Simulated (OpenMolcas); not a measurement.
An OpenMolcas run meant for Si (ANO-RCC-VTZP, DKH2; inactive shells 1s 2s 2p; intended active space 4 electrons in 4 orbitals (3s 3p)). One step of its input:

```
&CASPT2
Multistate=3 1 2 3
Frozen=1 0
IPEA=0.25
Imaginary=0.1
MaxIter=60
WThr=0.0 0.3 0.05
PrWF=0.5
NoMix
Shift=0.2
Sig2=0.3
```

Lines from the output:

```
|
   -----------------------------------------------------------------------------------------
++ ---------   Input file   ---------
>>> COPY JOB001 $Project.JobIph
&CASPT2
Multistate=3 1 2 3
Frozen=1 0
IPEA=0.25
Imaginary=0.1
MaxIter=60
WThr=0.0 0.3 0.05
PrWF=0.5
NoMix
Shift=0.2
Sig2=0.3
-- ----------------------------------
>>> COPY JOB001 a.JobIph
*** symbolic link created: INPORB -> a.RasOrb
--- Start Module: caspt2 at  ---
()()()()()()()()()()()()()()()()()()()()()()()()()()()()()()()()()()()()()()()()()()()()()()()()()()
                                              &CASPT2
                                   only a single process is used
                       available to each process: 2.3 GB of memory, 1 thread
()()()()()()()()()()()()()()()()()()()()()()()()()()()()()()()()()()()()()()()()()()()()()()()()()()
 ###    ERROR: More than one intruder-state removal technique                ###
 ###    active: SHIFt/IMAGinary/SIG1/SIG2 are mutually exclusive!            ###
--- Stop Module: caspt2 at  /rc=_RC_INPUT_ERROR_ ---
.####################.
.# User input error #.
.####################.
```

**Question.** What is wrong with the input?

**Answer.** More than one intruder-state remedy is switched on.
